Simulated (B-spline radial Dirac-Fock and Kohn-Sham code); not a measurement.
# Photoemission from I³⁺ at 1200 eV, detector at θ = 30°, φ = 0°

System: I³⁺, configuration [Kr] 4d10 5s2 5p2. These are calculated numbers from a radial finite-basis atomic code; the model is Dirac-Hartree-Slater photoionisation with a Latter tail; cross sections with all multipoles, angular parameters from the dipole term and its interference with E2. Thresholds are orbital energies of the model. For linearly polarised light dσ/dΩ = σ/(4π) [1 + β P₂(cos θ) + (δ + γ cos²θ) sin θ cos φ], with θ from the polarisation vector and φ the angle between the beam and the projection of the electron momentum on the plane normal to the polarisation. The dipole factor is 1 + βP₂ and the non-dipole term is the rest of the bracket. Open shells are filled statistically over j.

| subshell | threshold (eV) | σ (kb) | β | γ | δ | dipole factor | non-dipole term | dσ/dΩ (kb/sr) |
| --- | --- | --- | --- | --- | --- | --- | --- | --- |
| 3s | 1089.7 | 64.6 | 1.98 | 0.80 | 0.000 | 2.237 | +0.301 | 13.0 |
| 3p1/2 | 961.5 | 91.4 | 1.22 | 0.34 | 0.059 | 1.760 | +0.156 | 13.9 |
| 3p3/2 | 903.8 | 199 | 1.28 | 0.26 | 0.038 | 1.799 | +0.116 | 30.4 |
| 3d3/2 | 675.5 | 333 | 1.05 | -0.03 | 0.031 | 1.659 | +0.004 | 44.0 |
| 3d5/2 | 663.2 | 483 | 1.08 | -0.02 | 0.031 | 1.675 | +0.008 | 64.7 |
| 4s | 224.9 | 18.8 | 1.99 | 0.18 | 0.000 | 2.241 | +0.067 | 3.45 |
| 4p1/2 | 179.3 | 21.9 | 1.68 | 0.01 | -0.001 | 2.050 | +0.002 | 3.57 |
| 4p3/2 | 167.9 | 44.7 | 1.69 | -0.01 | 0.001 | 2.055 | -0.004 | 7.29 |
| 4d3/2 | 93.51 | 39.4 | 1.35 | 0.12 | 0.030 | 1.841 | +0.058 | 5.96 |
| 4d5/2 | 91.64 | 57.1 | 1.34 | 0.13 | 0.029 | 1.835 | +0.062 | 8.62 |
| 5s | 51.10 | 3.29 | 1.99 | 0.12 | 0.000 | 2.241 | +0.046 | 0.599 |
| 5p1/2 | 39.47 | 1.04 | 1.71 | -0.01 | -0.001 | 2.069 | -0.005 | 0.171 |
| 5p3/2 | 37.88 | 2.10 | 1.72 | -0.02 | 0.000 | 2.074 | -0.009 | 0.345 |
